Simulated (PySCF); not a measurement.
**Dipole response of Ba (barium, neutral)**

[Xe] 6s2, closed-shell 1S. Calculation: PySCF 2.14, in ANO-RCC-VTZP (8s7p4d2f1g, 72 functions); scalar relativity by spin-free X2C-1e. Coupled (time-dependent) response in atomic units; α is the mean over directions. The basis has no added diffuse functions, which lowers α and C₆.

| method | mean α (bohr³) | C₆ (like pair) | S(−4) |
| --- | --- | --- | --- |
| UHF | 320.7 | 6806 | 44780 |
| PBE | 266.0 | 5218 | 30630 |
| PBE0 | 278.2 | 5569 | 33420 |
| BLYP | 247.0 | 4706 | 26240 |

S(−4) is the Cauchy moment in α(ω) = α(0) + S(−4) ω² + …

Reference α: 272 ± 10 bohr³ (recommended; Schwerdtfeger and Nagle, table of static dipole polarizabilities (2023 update)). Published C₆: 5540 (Gould and Bucko (2016)).

Hartree-Fock lies above the reference because it lacks correlation, which contracts the outer shell.

α(iu) at PBE:

```
u (hartree)  α(iu) (bohr³)
          0          266.0
     0.0500          207.1
      0.100          126.8
      0.200          54.22
      0.300          31.08
      0.500          16.04
      0.750          9.717
       1.00          6.721
       1.50          3.823
       2.00          2.479
       3.00          1.300
       5.00         0.5521
```

A single London oscillator, α(iu) = α/(1 + u²/ω²), gives C₆ = (3/4) ω α². Matching the computed C₆ needs ω = 4 × 5218 / (3 × 266.0²) = 0.0983 hartree.

Spin-orbit coupling, which splits the p, d and f shells strongly at this Z, is absent.
